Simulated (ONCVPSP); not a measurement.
# Logarithmic derivatives: Ir (Z = 77), ONCV

Ir, optimised norm-conserving Vanderbilt (ONCV), made with ONCVPSP 4.0.1 (LDA (Perdew-Wang 92), scalar-relativistic). Core [Kr] 4d10 4f14, reference 5s2 5p6 5d7 6s1 (charge +1). Waves: 5s+6s: rc 1.85 bohr, ncon 4, nbas 7, qcut 8 1/bohr, 2 projectors; 5p: rc 1.05 bohr, ncon 4, nbas 8, qcut 9.2 1/bohr, 3 projectors, debl 1.2 Ha; 5d: rc 2.45 bohr, ncon 3, nbas 7, qcut 5.2 1/bohr, 2 projectors, debl 1 Ha. Local part: polynomial inside 0.75 bohr (lpopt 5, dvloc0 -1 Ha). Core correction: Teter function, fcfact 4.5, rcfact 1.5.

In the p channel the program set the typed energies aside and used -2.327, 0.250, 1.450 Ha.

The phase is arctan(r·R′/R) of the radial function R(r), unwrapped; energies in Ha, scanned from -5 to 5 Ha. A pole is an energy at which the radial function vanishes at the test radius. The pseudo phase is shifted by a multiple of π to meet the all-electron one at the reference energy, and phase errors are pseudo minus all-electron; the curves can meet again beyond the range given. Levels narrower than the energy grid can be missing from the lists of poles.

```
channel  radius (bohr)  reference energy (Ha)  poles, all-electron  poles, pseudo  unbroken range about the reference energy with phases within 0.05 rad  phase error 1 Ha above the reference energy (rad)
      s           1.88                  -0.51          -3.79, 3.61    -3.79, 3.55                                                        the whole range                                             -0.000
      p           1.06                  -2.33                 none           none                                                        the whole range                                             +0.000
      d           2.49                  -0.57          -0.32, 3.25    -0.32, 3.40                                                              below 4.6                                             -0.000
```

Note: ghosts flagged at negative energy: s at -345.5 eV, p at -416.1 eV; GHOST(+) flagged for d at 146.5 eV, p at 458.4 eV. A true bound ghost makes a file unfit for plane-wave use.

Phases in the d channel:

```tsv
E (Ha)	all-electron	pseudo
-4.96	1.418	1.418
-4.48	1.408	1.408
-4.00	1.395	1.395
-3.52	1.380	1.380
-3.04	1.359	1.359
-2.56	1.330	1.330
-2.08	1.285	1.286
-1.60	1.201	1.202
-1.12	0.942	0.942
-0.64	-1.042	-1.042
-0.16	-1.677	-1.677
0.32	-1.944	-1.943
0.80	-2.615	-2.613
1.28	-4.033	-4.026
1.76	-4.439	-4.433
2.24	-4.578	-4.571
2.72	-4.653	-4.644
3.20	-4.707	-4.695
3.68	-4.755	-4.736
4.16	-4.809	-4.778
4.64	-4.889	-4.834
```
